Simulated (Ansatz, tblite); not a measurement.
Adding an electron: Li₇O₃⁺. The state is a singlet with charge 1. Geometry: PBE-D4/def2-SVP. Ansatz, gas phase; energy differences of separate SCF runs; the reduced species was run as a doublet alone.

```xyz
10

Li    1.0287    0.8708   -1.1647
Li    0.9523   -0.1763    1.4960
Li   -0.2535   -0.7315   -0.2944
Li   -1.6397    1.1532   -2.6940
Li    3.0331   -1.3684   -0.4520
Li   -1.7953   -0.9474    2.6765
Li   -1.3683    1.0758    0.3827
O    -0.7701    0.8442   -1.3036
O    -0.8505   -0.2516    1.4897
O     1.6633   -0.4689   -0.1362
```

The xTB rows come from tblite. The structure comes from a short search, and lower isomers may exist.

| level | −HOMO (eV) | −LUMO (eV) | vertical EA (eV) | HOMO–LUMO gap (eV) |
| --- | --- | --- | --- | --- |
| GFN1-xTB | 13.76 | 10.66 | 8.83 | 3.10 |
| GFN2-xTB | 11.56 | 9.39 | 7.09 | 2.16 |
| PBE-D4/def2-TZVP | 7.50 | 4.28 | 3.19 | 3.22 |
| r2SCAN-D4/def2-TZVP | 7.61 | 3.66 | 2.97 | 3.94 |
| PBE0-D4/def2-TZVP | 8.78 | 3.68 | 2.95 | 5.10 |

  Raw xTB energy differences between charge states are shifted by several eV; the methods need an empirical correction for them.
